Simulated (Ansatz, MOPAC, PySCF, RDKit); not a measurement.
Dimer: CHN (SMILES C#N) (first 3 atoms) with C2H6 (SMILES CC); geometry from B3LYP-D3(BJ)/def2-TZVP, rigid monomers moved along the line of their centres of mass till C1···C4 is 4.02 Å.
(charge 0, multiplicity 1):
```xyz
11

C     -0.6506     0.1323     0.3223
N      0.4709     0.1111     0.0874
H     -1.6929     0.1518     0.5470
C     -0.6942    -0.0113     4.3408
C      0.8299    -0.0448     4.4010
H     -1.0868    -0.8673     3.7868
H     -1.0505     0.8982     3.8513
H     -1.1359    -0.0386     5.3389
H      1.1846    -0.9517     4.8943
H      1.2208     0.8087     4.9584
H      1.2658    -0.0174     3.4015
```

Interaction energies are E(AB) − E(A) − E(B) at the monomers' geometry in the complex; basis-set methods are counterpoise corrected.

The state reached by PM3 isn't checked.

Programs: Ansatz (Gaussian basis) for Hartree–Fock, density functionals and correlated methods; MOPAC for PM3 (differences of heats of formation); PySCF for the dispersion terms; RDKit for the force fields. 

Q: One of these levels gives -0.46 kcal/mol for the interaction energy. Which one is it?
A) PM3
B) PBE0-D4/def2-TZVPPD
C) MMFF94

A: C, MMFF94. The others give 0.04 (PM3), -0.84 (PBE0-D4/def2-TZVPPD)

Ansatz is a first-principles code.
